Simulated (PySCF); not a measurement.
This PySCF input asks for the NMR shieldings of `CC[Se]C`, C3H8Se; the geometry comes from GFN2-xTB.

```python
import basis_set_exchange as bse
import numpy as np
from pyscf import gto, dft
from pyscf.prop import nmr

atoms = """
C    -1.503578   -0.367145    0.387876
C    -0.727974    0.920524    0.196361
Se    0.679778    0.790127   -1.182057
C     1.898769   -0.402542   -0.227547
H    -2.291781   -0.217242    1.123968
H    -0.854986   -1.165417    0.742151
H    -1.959637   -0.681450   -0.548427
H    -0.235603    1.235159    1.118677
H    -1.381469    1.723760   -0.147064
H     1.450681   -1.387910   -0.128776
H     2.809219   -0.470164   -0.816458
H     2.117779    0.021614    0.749427
"""
names = dict.fromkeys(["C", "Se", "H"], "pcSseg-1")
basis = {el: gto.basis.parse(bse.get_basis(n, elements=[el], fmt="nwchem")) for el, n in names.items()}
mol = gto.M(atom=atoms, basis=basis, charge=0, verbose=0)
mf = dft.RKS(mol, xc="PBE0")
mf.grids.level = 2
mf.grids.alignment = dft.numint.BLKSIZE   # the property module wants whole blocks of grid points
mf.conv_tol = 1e-9
mf.kernel()

calc = nmr.RKS(mf)   # GIAO
C = mf.mo_coeff
Co = C[:, mf.mo_occ > 0]
resp = mf.gen_response(singlet=True, hermi=2)
def vind(x):   # induced exchange potential for any number of trial vectors
    d = np.einsum("pi,xij,qj->xpq", C, 2 * x.reshape(-1, C.shape[1], Co.shape[1]), Co, optimize=True)
    return np.einsum("xpq,pi,qj->xij", resp(d - d.transpose(0, 2, 1)), C, Co, optimize=True).ravel()
mo1, _ = nmr.rhf.solve_mo1(calc, with_cphf=vind)
sigma = calc.kernel(mo1)
for i, s in enumerate(sigma):   # ppm
    print("%2d %-2s %9.2f" % (i, mol.atom_pure_symbol(i), np.trace(s) / 3))
```

Task: What does it print?

Result: 
```
 0 C     169.15
 1 C     154.35
 2 Se   1618.93
 3 C     173.59
 4 H      30.25
 5 H      30.25
 6 H      30.48
 7 H      29.16
 8 H      29.43
 9 H      29.28
10 H      30.01
11 H      29.96
```

These numbers come from an equivalent density-fitted implementation of the same equations, which agrees with the script to about 0.01 ppm for H and up to a few tenths of a ppm for heavy atoms, so last digits may differ.

Relativistic effects, spin–orbit coupling among them, are left out; they matter for Se and for the light atoms bonded to it.

Size and cost of the density-fitted run: 132 basis functions, 11 s wall time on 1 thread of an x86-64 server CPU, shared host.
